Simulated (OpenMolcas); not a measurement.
Cr2+: moving or changing the point charges

Cr2+ among 6 point charges of -2.2 e arranged as a trigonal antiprism (D3d), 1.68 Å from the ion, with a polar angle of 61.3° against the regular 54.74°. The active orbitals were held to one l.

```json
{"Program": "OpenMolcas 26.06", "Method": "CASSCF", "Basis": "ANO-RCC-VDZP [5s4p2d1f]", "Scalar Hamiltonian": "DKH2, point nucleus", "Active space": "4 electrons in 5 orbitals (3d)", "State averaging": "2S+1 = 5 even, 5 roots; 2S+1 = 3 even, 45 roots; 2S+1 = 1 even, 50 roots", "Spin-orbit coupling": "RASSI with atomic mean-field integrals over the reference wave functions"}
```

Runs around this geometry, states (labels of D3, the rotations of D3d). Energies in cm-1 above the lowest state or level, χT in cm3 K/mol.

```json
{"R (Å)": "1.58", "Polar angle / regular": "1.12", "Ground state": "3A2", "First state of that spin": "3E 5060", "First gap with spin-orbit (degeneracies)": "2667 (3, 1)", "χT at 300 K": "1.092", "First state of another spin": "5E 2814"}
{"R (Å)": "1.68", "Polar angle / regular": "1.12", "Ground state": "5E", "First state of that spin": "5E 17844", "First gap with spin-orbit (degeneracies)": "0.1 (1, 1)", "χT at 300 K": "2.749", "First state of another spin": "3A2 2304"}
{"R (Å)": "1.81", "Polar angle / regular": "1.12", "Ground state": "5E", "First state of that spin": "5E 13456", "First gap with spin-orbit (degeneracies)": "81.9 (2, 2)", "χT at 300 K": "2.708", "First state of another spin": "3A2 7314"}
{"R (Å)": "1.68", "Polar angle / regular": "1.21", "Ground state": "5E", "First state of that spin": "5E 22670", "First gap with spin-orbit (degeneracies)": "0.1 (1, 1)", "χT at 300 K": "2.520", "First state of another spin": "3A2 2334"}
```

The ground state changes within this set.

Without dynamic correlation the repulsion within the d shell is too large (B by tens of per cent), so at a given field states of lower spin stand too high. This shell can be high or low spin here, a state of another spin lies low, and with metal d orbitals alone active their balance is uncertain, so the ground spin may be wrong, although the usual error favours high spin (holds for R = 1.58, ratio = 1.12). An orbital doublet at a regular site is open to a Jahn-Teller distortion, which this geometry leaves out (holds for R = 1.68, ratio = 1.12; R = 1.81, ratio = 1.12; R = 1.68, ratio = 1.21). This shell can be high or low spin here, a state of another spin lies low, and with metal d orbitals alone active their balance is uncertain, so the ground spin may be wrong (holds for R = 1.68, ratio = 1.12; R = 1.81, ratio = 1.12; R = 1.68, ratio = 1.21). This is an electrostatic model: the charges have no orbitals. No measured value stands beside these numbers.
